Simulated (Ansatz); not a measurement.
`CC(C)=C=[Se]` and `CC(C)=C=S` differ in one element.

Ansatz, PBE0-D4/def2-TZVP geometries, multiplicity 1. 

Scalar relativity is left out up to krypton.

```tsv
property	`CC(C)=C=[Se]`
HOMO energy (B3LYP/def2-TZVPP) / eV	-5.67
LUMO energy (B3LYP/def2-TZVPP) / eV	-2.25
HOMO energy (ωB97M-V/def2-TZVPP) / eV	-7.88
size of the dipole moment (B3LYP/def2-TZVPP) / D	2.05
LUMO energy (PBE/def2-TZVPP) / eV	-2.95
HOMO–LUMO gap (B3LYP/def2-TZVPP) / eV	3.42
```

Q: Give the same properties after the change, and the shifts. (An estimate is asked.)

A: Computed: 
```csv
property,`CC(C)=C=S`,shift
HOMO energy (B3LYP/def2-TZVPP) / eV,-5.75,-0.08
LUMO energy (B3LYP/def2-TZVPP) / eV,-2.04,0.21
HOMO energy (ωB97M-V/def2-TZVPP) / eV,-7.97,-0.09
size of the dipole moment (B3LYP/def2-TZVPP) / D,1.94,-0.11
LUMO energy (PBE/def2-TZVPP) / eV,-2.79,0.16
HOMO–LUMO gap (B3LYP/def2-TZVPP) / eV,3.71,0.29
```

With PBE0 the HOMO falls by 0.08 eV and the LUMO rises by 0.22 eV, so the gap widens by about 0.30 eV. PBE moves the HOMO by -0.05 eV and ωB97M-V by -0.09 eV. Dipoles are sizes alone; their direction can turn.

B3LYP here is the variant with VWN-RPA as its local correlation; programs differ in this.

Spin–orbit coupling is left out; it splits and shifts lone-pair levels of the heavy atoms by tenths of an eV.
